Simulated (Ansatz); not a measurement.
This geometry of C2H3FSi (7 atoms, charge 0, multiplicity 1) is a first-order saddle point.

Level of theory: RKS r2SCAN-D4/def2-SVP in Ansatz.

```xyz
7
Properties=species:S:1:pos:R:3
C -0.974 1.149 0.110
C 0.187 0.524 0.403
Si 0.907 -0.980 -0.051
F 0.609 -2.301 -0.972
H -1.774 0.775 -0.552
H -1.193 2.138 0.552
H 2.237 -1.304 0.511
```

Question: Which two structures does it join? (They come from a converged band through this point; their orientation in space is the band's.)

Answer: No bond is made or broken.  The two ends are copies of one structure, up to a mirror image or an exchange of like atoms.

First end point:

```xyz
7
Properties=species:S:1:pos:R:3
C -1.012 1.184 -0.028
C -0.151 0.185 -0.022
Si 0.968 -1.063 0.048
F 0.556 -2.628 -0.042
H -1.343 1.669 -0.961
H -1.450 1.591 0.897
H 2.431 -0.936 0.109
```

Last end point:

```xyz
7
Properties=species:S:1:pos:R:3
C -1.011 1.184 -0.029
C -0.149 0.186 -0.037
Si 0.966 -1.064 0.065
F 0.558 -2.627 -0.068
H -1.462 1.569 0.899
H -1.329 1.690 -0.955
H 2.429 -0.937 0.126
```

Question: How far does it lie above each of them?

Answer: 1.22 eV above the first and 1.22 eV above the second. This is the barrier of this one path; another mechanism may lie lower.

Time of the run: 4.1 min on 1 thread of AMD EPYC 9R45 96-Core Processor (Zen 5), with other jobs on the host, peak memory 0.16 GiB.
